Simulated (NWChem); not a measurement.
System: C2H2BrCl; SMILES Cl/C=C\Br

Output (shortened):

```
             Northwest Computational Chemistry Package (NWChem) 7.3.0
             --------------------------------------------------------

                             Geometry "geometry" -> ""
                             -------------------------

 Output coordinates in angstroms (scale by  1.889725989 to convert to a.u.)

  No.       Tag          Charge          X              Y              Z
 ---- ---------------- ---------- -------------- -------------- --------------
    1 Cl                  17.0000     0.54921100    -2.08497400     0.00000000
    2 C                    6.0000    -0.97373300    -1.30409800     0.00000000
    3 C                    6.0000    -1.16170000     0.01621700     0.00000000
    4 Br                  35.0000     0.20134500     1.28799600     0.00000000
    5 H                    1.0000    -1.83196300    -1.98084300     0.00000000
    6 H                    1.0000    -2.17183300     0.42981300     0.00000000

 Effective nuclear repulsion energy (a.u.)     284.6530640369

                                 NWChem DFT Module
                                 -----------------

 Summary of "ao basis" -> "ao basis" (spherical)
 ------------------------------------------------------------------------------
       Tag                 Description            Shells   Functions and Types
 ---------------- ------------------------------  ------  ---------------------
 Cl                         def2-svp                 8       18   4s3p1d
 C                          def2-svp                 6       14   3s2p1d
 Br                         def2-svp                12       32   5s4p3d
 H                          def2-svp                 3        5   2s1p

 in cosmo_initialize ...
 calling solv_data for solv:h2o

 solvent parameters
 solvname_short: h2o
 solvname_long:  water
 dielec:       78.4000
 dielecinf:     1.7769
 aqueous SMD model solvent descriptors
 dielec:       78.4000
 sola:          0.8200

          ---------------
          -cosmo- solvent
          ---------------
 Cosmo: York-Karplus, doi: 10.1021/jp992097l
 dielectric constant -eps-     =  78.40
 screen = (eps-1)/(eps    )    =   0.98724
 surface charge correction     = lagrangian

   van der Waals surface
 --------------------------

 ---------- ATOMIC COORDINATES (A.U.) ------------ VDWR(ANG.) --
     1    1.03785830   -3.94002955    0.00000000     2.380
     2   -1.84008856   -2.46438788    0.00000000     1.850
     3   -2.19529468    0.03064569    0.00000000     1.850
     4    0.38048688    2.43395951    0.00000000     3.060
     5   -3.46190809   -3.74325050    0.00000000     1.200
     6   -4.10416926    0.81222880    0.00000000     1.200
 number of segments per atom =        128
 number of   points per atom =        128
 atom (   nspa,  nppa )
 ----------------------
    1 (     86,     0 )       0
    2 (     36,     0 )       0
    3 (     16,     0 )       0
    4 (    104,     0 )       0
    5 (     54,     0 )       0
    6 (     38,     0 )       0
 number of -cosmo- surface points =      334
 molecular surface =    161.082 angstrom**2
 molecular volume  =    168.652 angstrom**3
 -lineq- algorithm             =   0
 -bem- low  level              =   3
 -bem- from -octahedral-
 gaussian surface charge width =   4.50000
 degree of switching           =   1.00000
 switching function tolerance  =   0.00010
 atomic radii =
 --------------
    1 17.000  2.380
    2  6.000  1.850
    3  6.000  1.850
    4 35.000  3.060
    5  1.000  1.200
    6  1.000  1.200
 ...... end of -cosmo- initialization ......

 nat:                     6
 ixmem:                  2111
 calling mnsol_interface()
 G(SMD-CDS) energy (kcal/mol)  =     1.917
 SMD-CDS SASA (angstrom**2)    =   130.731

[...]

                                COSMO-SMD solvation results
                                ---------------------------

             internal energy in gas <Psi(g)|H|Psi(g)> =     -3110.684236453599
         internal energy in solvent <Psi(s)|H|Psi(s)> =     -3110.683364618606
                               delta internal energy  =         0.000871834993 (    0.55 kcal/mol)
   total free energy in solvent <Psi(s)|H+V/2|Psi(s)> =     -3110.688716956256
 polarization energy contribution <Psi(s)|V/2|Psi(s)> =        -0.005352337650 (   -3.36 kcal/mol)
    total free energy in solvent including G(SMD-CDS) =     -3110.685662141701
                       G(SMD-CDS) energy contribution =         0.003054814555 (    1.92 kcal/mol)
     1 M fixed-concentration free energy of solvation =        -0.001425688102 (   -0.89 kcal/mol)

                       DFT Final Molecular Orbital Analysis
                       ------------------------------------

 Vector   31  Occ=2.000000D+00  E=-3.324242D-01
              MO Center=  2.8D-01, -1.7D+00,  2.3D-09, r^2= 2.3D+00
   Bfn.  Coefficient  Atom+Function         Bfn.  Coefficient  Atom+Function
  ----- ------------  ---------------      ----- ------------  ---------------
    12      0.527921  1 Cl py                 9      0.383391  1 Cl py
    11      0.282255  1 Cl px                 6      0.221914  1 Cl py
     8      0.216508  1 Cl px                62     -0.168810  4 Br py
    79      0.166407  5 H  s                 23     -0.140383  2 C  py
    35     -0.136721  3 C  s                  5      0.124420  1 Cl px

 Vector   32  Occ=2.000000D+00  E=-3.038942D-01
              MO Center=  1.3D-01,  9.6D-01,  4.0D-09, r^2= 2.5D+00
   Bfn.  Coefficient  Atom+Function         Bfn.  Coefficient  Atom+Function
  ----- ------------  ---------------      ----- ------------  ---------------
    61      0.419017  4 Br px                62     -0.398586  4 Br py
    58      0.378274  4 Br px                59     -0.359682  4 Br py
    55     -0.248615  4 Br px                56      0.236600  4 Br py
    21     -0.163252  2 C  s                 12     -0.141530  1 Cl py
    35      0.141593  3 C  s                 11     -0.127323  1 Cl px

 Vector   33  Occ=2.000000D+00  E=-2.607605D-01
              MO Center= -3.2D-01, -2.9D-01,  7.2D-10, r^2= 3.6D+00
   Bfn.  Coefficient  Atom+Function         Bfn.  Coefficient  Atom+Function
  ----- ------------  ---------------      ----- ------------  ---------------
    63      0.403757  4 Br pz                13      0.345974  1 Cl pz
    24     -0.321812  2 C  pz                60      0.322110  4 Br pz
    38     -0.308454  3 C  pz                10      0.225323  1 Cl pz
    27     -0.216279  2 C  pz                41     -0.215357  3 C  pz
    57     -0.212673  4 Br pz                 7      0.130338  1 Cl pz

 Vector   34  Occ=0.000000D+00  E=-8.693939D-03
              MO Center= -8.9D-01, -6.1D-01,  5.5D-09, r^2= 2.6D+00
   Bfn.  Coefficient  Atom+Function         Bfn.  Coefficient  Atom+Function
  ----- ------------  ---------------      ----- ------------  ---------------
    27      0.632716  2 C  pz                41     -0.630009  3 C  pz
    24      0.444872  2 C  pz                38     -0.428042  3 C  pz
    13     -0.260986  1 Cl pz                63      0.234551  4 Br pz
    10     -0.121310  1 Cl pz                60      0.120995  4 Br pz
    57     -0.079542  4 Br pz                 7     -0.070045  1 Cl pz

 Vector   35  Occ=0.000000D+00  E= 1.566408D-02
              MO Center= -2.3D-01,  3.0D-01, -1.7D-08, r^2= 3.6D+00
   Bfn.  Coefficient  Atom+Function         Bfn.  Coefficient  Atom+Function
  ----- ------------  ---------------      ----- ------------  ---------------
    35      0.861350  3 C  s                 61      0.659402  4 Br px
    62      0.623553  4 Br py                51     -0.558024  4 Br s
    39      0.422411  3 C  px                40      0.418689  3 C  py
    11      0.378775  1 Cl px                 4     -0.287779  1 Cl s
    37      0.283595  3 C  py                36      0.280153  3 C  px

 Vector   36  Occ=0.000000D+00  E= 8.537397D-02
              MO Center= -7.2D-01, -7.9D-01, -6.6D-09, r^2= 4.7D+00
   Bfn.  Coefficient  Atom+Function         Bfn.  Coefficient  Atom+Function
  ----- ------------  ---------------      ----- ------------  ---------------
    35      1.262274  3 C  s                 21     -1.142077  2 C  s
    85     -1.007275  6 H  s                 11     -0.645306  1 Cl px
     4      0.547519  1 Cl s                 25     -0.410005  2 C  px
    80      0.399682  5 H  s                 12      0.374760  1 Cl py
    20     -0.359795  2 C  s                 22     -0.325443  2 C  px

     Multipole analysis of the density
     ---------------------------------

     L   x y z        total         alpha         beta         nuclear
     -   - - -        -----         -----         ----         -------
     0   0 0 0     -0.000000    -33.000000    -33.000000     66.000000

     1   1 0 0     -0.895076     -0.038666     -0.038666     -0.817745
     1   0 1 0     -0.173905     -0.424255     -0.424255      0.674606
     1   0 0 1      0.000000      0.000000      0.000000      0.000000

     2   2 0 0    -27.229043    -64.334015    -64.334015    101.438987
     2   1 1 0      1.855964      1.264669      1.264669     -0.673374
     2   1 0 1      0.000000      0.000000      0.000000      0.000000
     2   0 2 0    -31.055471   -276.711357   -276.711357    522.367242
     2   0 1 1      0.000000      0.000000      0.000000      0.000000
     2   0 0 2    -32.681690    -16.340845    -16.340845      0.000000
```

Level: PBE0/def2-SVP, SMD on the gas-phase geometry. All runs use the structure optimised with PBE0/def2-SVP. Solvent: water.

Q: Write an input that gives this output.

A: One answer among several that fit: the input that was run:
```
start job
memory heap 200 mb stack 900 mb global 1100 mb
geometry units angstroms noautosym nocenter noautoz
  Cl     0.549211    -2.084974     0.000000
  C     -0.973733    -1.304098     0.000000
  C     -1.161700     0.016217     0.000000
  Br     0.201345     1.287996     0.000000
  H     -1.831963    -1.980843     0.000000
  H     -2.171833     0.429813     0.000000
end
basis spherical
  * library def2-svp
end
dft
  xc pbe0
  iterations 150
end
cosmo
  do_cosmo_smd true
  solvent water
end
task dft energy
```
